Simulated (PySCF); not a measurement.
Bonding in triethyl orthoformate

Species: triethyl orthoformate, C₇H₁₆O₃.
Numbering: `[CH3:1][CH2:2][O:3][CH:4]([O:5][CH2:6][CH3:7])[O:8][CH2:9][CH3:10]` (hydrogens: H11, H12, H13 on C1; H14, H15 on C2; H16 on C4; H17, H18 on C6; H19, H20, H21 on C7; H22, H23 on C9; H24, H25, H26 on C10)

Cartesian coordinates in Å at the PBE0-D3(BJ)/def2-SVP level; atoms count from 1:
```
atom  x, y, z in Å
C1    -1.4781    3.1125    1.1523
C2    -1.4129    1.8564    0.3196
O3    -0.2405    1.1548    0.6605
C4    -0.0016    0.0245   -0.0842
O5     1.2332   -0.4804    0.2488
C6     2.3241    0.3314   -0.1178
C7     3.6003   -0.4055    0.2037
O8    -0.9648   -0.9150    0.1987
C9    -0.9218   -2.0680   -0.6091
C10   -2.1110   -2.9337   -0.2754
H11   -0.6053    3.7541    0.9596
H12   -2.3891    3.6840    0.9209
H13   -1.4878    2.8611    2.2230
H14   -2.2963    1.2183    0.4961
H15   -1.4015    2.1038   -0.7620
H16   -0.0272    0.2774   -1.1796
H17    2.2699    0.5663   -1.2009
H18    2.2745    1.2922    0.4235
H19    3.6479   -0.6366    1.2780
H20    3.6552   -1.3532   -0.3524
H21    4.4764    0.2052   -0.0597
H22   -0.9387   -1.7765   -1.6797
H23    0.0241   -2.6106   -0.4377
H24   -2.1046   -3.8508   -0.8827
H25   -2.0902   -3.2199    0.7864
H26   -3.0515   -2.3954   -0.4658
```

Bond orders from the PBE0/pcSseg-1 density (PySCF). One conformer (not necessarily the lowest) at the PBE0-D3(BJ)/def2-SVP geometry, without solvent, vibrations or thermal averaging.

(1) How far do the computed orders between heavy atoms stray from the drawn ones?

(2) Give the Mayer order of every bond between heavy atoms, beside its length.

## Answers

(1) The largest departure is 0.105, at C2–O3 (drawn single, 0.895), O5–C6 (drawn single, 0.895) and O8–C9 (drawn single, 0.895).

(2) 
| bond | drawn as | length (Å) | Mayer order |
| --- | --- | --- | --- |
| C1–C2 | single | 1.508 | 1.073 |
| C2–O3 | single | 1.408 | 0.895 |
| O3–C4 | single | 1.374 | 0.970 |
| C4–O5 | single | 1.375 | 0.970 |
| O5–C6 | single | 1.408 | 0.895 |
| C6–C7 | single | 1.508 | 1.073 |
| C4–O8 | single | 1.375 | 0.970 |
| O8–C9 | single | 1.408 | 0.895 |
| C9–C10 | single | 1.508 | 1.073 |

By pair of heavy elements: C–C: all 3 within 0.02 of one another (1.073 to 1.073). C–O: lowest C2–O3, O5–C6 and O8–C9 (0.895, 1.408 Å), highest O3–C4, C4–O5 and C4–O8 (0.970, 1.374 Å). Bonds named together lie within 0.004.

**Question.** And the bonds to hydrogen?

**Answer.** C–H: 0.94 to 0.96 (16 bonds).

**Question.** Sum the orders of all bonds at each heavy atom with more than one neighbour and set the sums beside the valence in the SMILES.

**Answer.** C1 3.958 (drawn 4), C2 3.847 (drawn 4), O3 1.865 (drawn 2), C4 3.851 (drawn 4), O5 1.865 (drawn 2), C6 3.846 (drawn 4), C7 3.958 (drawn 4), O8 1.865 (drawn 2), C9 3.846 (drawn 4), C10 3.958 (drawn 4). Orders between atoms that aren't bonded are not in these sums.

For a closed shell the Mayer order of atoms A and B is Σ (PS)μν (PS)νμ over the basis functions μ on A and ν on B, with P the density and S the overlap matrix.
